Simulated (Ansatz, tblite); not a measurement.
Cost and result up the ladder for TeOCl2 (TeCl₂O) (4 atoms). Total charge 0; singlet. Geometry: PBE-D4/def2-SVP.

```
atom   x (Å)   y (Å)   z (Å)
 Te1   0.649   0.056  -0.366
  O2   0.829  -1.595   0.399
 Cl3  -1.499   0.007  -1.483
 Cl4   0.020   1.531   1.449
```

Ansatz on 4 threads of Arm Neoverse V1 on a shared host; xTB runs through tblite on one thread. Times are rough, summed over both states, and most runs start from the orbitals of an earlier one. PBE0-D4/def2-TZVP serves as the yardstick here, not as an exact answer. The other state is a doublet.

In the def2 sets Te takes a core potential; there is no spin–orbit coupling. The xTB rows come from tblite.

Raw xTB energies of ions are shifted by several eV.

```tsv
level	functions	vertical IE (eV)	difference from PBE0-D4/def2-TZVP (eV)
GFN1-xTB	31	16.08	5.55
GFN2-xTB	31	15.66	5.13
PBE-D4/def2-TZVP (with forces)	155	10.49	-0.04
r2SCAN-D4/def2-TZVP	155	10.56	0.04
PBE0-D4/def2-TZVP	155	10.53	0.00
```

(1) Estimate how long each takes.

## Answers

(1) GFN1-xTB 0.008 s; GFN2-xTB 0.009 s; PBE-D4/def2-TZVP (with forces) 3.8 s; r2SCAN-D4/def2-TZVP 8 s; PBE0-D4/def2-TZVP 8.7 s. On shared hardware such times vary by a factor of up to 3.
